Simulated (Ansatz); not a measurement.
**Errors in the atomisation enthalpy at 298 K**

6 molecules with halogens; the atomisation enthalpy at 298 K in kJ/mol, computed less measured. Shapes, held fixed at every level: PBE0-D4/def2-TZVP. Thermal terms are harmonic and unscaled (PBE0-D4/def2-TZVP); the spin-orbit lowering of the free atoms is taken from their spectra. Programs: Ansatz 0.2.0. Measured values: Active Thermochemical Tables, CRC Handbook of Chemistry and Physics.

Levels: A = PBE0-D4/def2-TZVPP; B = wB97M-V/def2-TZVPP; C = CCSD(T)/def2-SVP.

| molecule | from tabulated heats | A | B | C |
| --- | --- | --- | --- | --- |
| BiCl3 (bismuth trichloride) | 837 | +93 | +82 | -116 |
| CH2ClF (chlorofluoromethane) | 1617 | +7 | +6 | -106 |
| CHClF2 (difluorochloromethane) | 1698 | +13 | +9 | -111 |
| GeI4 (germanium tetraiodide) | 856 | +35 | -35 | -129 |
| C2H5F (SMILES CCF) | 2876 | +4 | +3 | -128 |
| C4F8 (octafluorocyclobutane) | 5045 | +91 | +52 | -247 |

Problem. Sum up the errors.

Solution. 
```
             level                    kind  mean error  mean absolute error  worst case
PBE0-D4/def2-TZVPP           global hybrid       +40.5                 40.5       BiCl3
wB97M-V/def2-TZVPP  range-separated hybrid       +19.5                 31.2       BiCl3
  CCSD(T)/def2-SVP   coupled cluster or CI      -139.5                139.5        C4F8
```

On this set wB97M-V/def2-TZVPP has the smallest mean absolute error and CCSD(T)/def2-SVP the largest. PBE0-D4/def2-TZVPP is too high in 6 of 6; wB97M-V/def2-TZVPP is too high in 5 of 6; CCSD(T)/def2-SVP is too low in 6 of 6. The heats of BiCl3, GeI4, C4F8 come from older tables and can be uncertain by 10 kJ/mol or more. The molecules' own spin-orbit binding is left out, so errors for heavy halides read too negative. Correlated wave functions converge slowly with the basis. For atoms past krypton def2 sets carry core potentials with scalar relativity. Relativity is left out for Ge. Outer-core shells of Bi, Ge, I are correlated, in sets that cover them unevenly. The set is small.
